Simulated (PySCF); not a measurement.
# Krypton: a sound run and one with changed settings

Sound run: Kr⁺ [Ar] 3d10 4s2 4p5, Kr²⁺ [Ar] 3d10 4s2 4p4. All numbers are calculated (PySCF 2.14, the spin-free X2C one-electron Hamiltonian (Gaussian nucleus), in x2c-SVPall (5s4p3d, 32 functions)). In the sound run the correlated levels freeze [Ar] 3d10. The sound run starts from symmetry-adapted Hartree-Fock orbitals and uses a fine grid where one is needed.

A second run was set up differently.

```
species   method  sound run (hartree)  changed run (hartree)  converged
    Kr⁺      UHF          -2787.20387            -2787.20387        yes
    Kr⁺   M06-2X          -2789.14674            -2789.14674        yes
    Kr⁺    M06-L          -2788.91240            -2788.91240        yes
    Kr⁺      MP2          -2787.30440            -2787.24660        yes
    Kr⁺  CCSD(T)          -2787.32022            -2787.32022        yes
   Kr²⁺      UHF          -2786.34367            -2786.34367        yes
   Kr²⁺   M06-2X          -2788.25073            -2788.25073        yes
   Kr²⁺    M06-L          -2788.01512            -2788.01512        yes
   Kr²⁺      MP2          -2786.42276            -2786.37733        yes
   Kr²⁺  CCSD(T)          -2786.43989            -2786.43989        yes
```

Ionisation energy of Kr⁺:

```
 method  sound run (eV)  changed run (eV)
    UHF          23.407            23.407
 M06-2X          24.382            24.382
  M06-L          24.416            24.416
    MP2          23.991            23.654
SCS-MP2          23.967            23.647
   CCSD          23.949            23.949
CCSD(T)          23.955            23.955
```

What was changed?
A. angular grid far too coarse
B. all electrons correlated in a valence basis
C. minimal basis
D. level shift left on

D. It used initial guess 1e, at most 50 SCF cycles, level shift 2.0 hartree. A level shift leaves the converged SCF energy unchanged but raises the virtual orbital energies, which shrinks MP2 if it is not removed.
